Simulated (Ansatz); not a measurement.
hydronium (SMILES [OH3+]) moved off its minimum; all values from Ansatz (a quantum-chemistry and plane-wave program), cores frozen in correlated methods.
(charge 1, multiplicity 1)
```xyz
4

O     -0.01283     0.06406    -0.06243
H     -0.66578    -0.73102    -0.13721
H     -0.30464     0.75821    -0.04900
H      0.81886    -0.12246    -0.14658
```

**Question.** Give the forces (eV/Å), the total energy and the dipole at CCSD(T)/aug-cc-pVTZ.

**Answer.** 
```
atom      Fx       Fy      Fz
----  ------  -------  ------
O1    -0.637  -22.751   0.328
H2     1.382    1.797   0.159
H3    -8.996   22.374   0.365
H4     8.251   -1.420  -0.852
```
Energy -76.5192 hartree.
